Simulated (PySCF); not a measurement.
Nonlinear optical response: `InChI=1S/C6H4FN3/c7-3-1-2-6-9-4-8-5-10-6/h2-5H`

Geometry:
```json
{"atom": "F1", "x (Å)": "3.753", "y (Å)": "0.983", "z (Å)": "0.831"}
{"atom": "C2", "x (Å)": "3.141", "y (Å)": "0.332", "z (Å)": "-0.155"}
{"atom": "C3", "x (Å)": "2.091", "y (Å)": "-0.427", "z (Å)": "0.022"}
{"atom": "C4", "x (Å)": "1.037", "y (Å)": "-1.203", "z (Å)": "0.147"}
{"atom": "C5", "x (Å)": "-0.352", "y (Å)": "-0.733", "z (Å)": "0.035"}
{"atom": "N6", "x (Å)": "-0.584", "y (Å)": "0.554", "z (Å)": "-0.245"}
{"atom": "C7", "x (Å)": "-1.863", "y (Å)": "0.887", "z (Å)": "-0.326"}
{"atom": "N8", "x (Å)": "-2.894", "y (Å)": "0.062", "z (Å)": "-0.156"}
{"atom": "C9", "x (Å)": "-2.550", "y (Å)": "-1.192", "z (Å)": "0.115"}
{"atom": "N10", "x (Å)": "-1.308", "y (Å)": "-1.648", "z (Å)": "0.223"}
{"atom": "H11", "x (Å)": "3.600", "y (Å)": "0.490", "z (Å)": "-1.136"}
{"atom": "H12", "x (Å)": "1.143", "y (Å)": "-2.274", "z (Å)": "0.353"}
{"atom": "H13", "x (Å)": "-2.093", "y (Å)": "1.935", "z (Å)": "-0.553"}
{"atom": "H14", "x (Å)": "-3.361", "y (Å)": "-1.916", "z (Å)": "0.263"}
```

Method used: quadratic response CAM-B3LYP/aug-cc-pVDZ first hyperpolarisability, Taylor convention, gas phase (PySCF). Geometry: PBE0-D3(BJ)/def2-SVP.

(1) What is the first hyperpolarisability, and how does it disperse?

(2) Which lowest excitations, dipole and polarisabilities go with it?

## Answers

(1) In 10⁻³⁰ esu, Taylor convention; the vector part is βᵢ = ⅓ Σⱼ (βᵢⱼⱼ + βⱼᵢⱼ + βⱼⱼᵢ); β∥ is 3/5 of the vector part along the dipole, the dipole points from − to +:
```csv
process,λ (nm),β vector norm,β∥,β HRS,depolarisation ratio
"static β(0;0,0)",∞,2.99,-0.51,1.27,4.55
"second harmonic β(−2ω;ω,ω)",1907,3.21,-0.53,1.37,4.53
"Pockels β(−ω;ω,0)",1907,3.06,-0.52,–,–
"second harmonic β(−2ω;ω,ω)",1064,3.81,-0.56,1.63,4.50
"Pockels β(−ω;ω,0)",1064,3.22,-0.53,–,–
```

(2) S1 4.11 eV (f = 0.000); S2 4.39 eV (f = 0.001); S3 4.64 eV (f = 0.005); dipole 1.24 D; isotropic α 96.8 au static, 97.3 au at 1907 nm, 98.3 au at 1064 nm, 98.7 au at 953.5 nm, 103.4 au at 532 nm.
